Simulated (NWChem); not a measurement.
Species: AlNH3Cl2 cation, singlet

```xyz
7

Al    -0.0286    -0.0001     0.0024
Cl     0.7263    -1.9029     0.0032
Cl     0.7027     1.9121     0.0043
N     -2.0156    -0.0168    -0.0049
H     -2.4014    -0.2052    -0.9398
H     -2.4185     0.8796     0.2966
H     -2.4046    -0.7454     0.6077
```
Atoms are numbered in this order, from 1.

Program: NWChem. Pople sets run with spherical d functions. Low-valent species are run as closed-shell singlets; no triplet was tried in these runs. Geometry: optimised at B3LYP/6-31G* (spherical d). B3LYP is NWChem's, with the RPA form of VWN correlation. GIAO values for the isolated, static molecule; σ is the absolute isotropic shielding, δ = σ(reference) − σ with the isolated reference molecule computed at the same levels (1H: tetramethylsilane, 15N: ammonia).

For level B3LYP/6-311G**:

| Property | Result |
|---|---|
| σ Al1 (ppm) | 406.2 |
| σ Cl2 (ppm) | 886.3 |
| σ Cl3 (ppm) | 884.3 |
| δ N4 (ppm) | 40.1 |

Estimate the same quantities for level LDA (Slater exchange, VWN5)/pcSseg-1.

The σ Al1 (ppm) comes out as 386.8 and the σ Cl2 (ppm) is 841.9. The σ Cl3 (ppm) is 838.7 and the δ N4 (ppm) is 45.4.
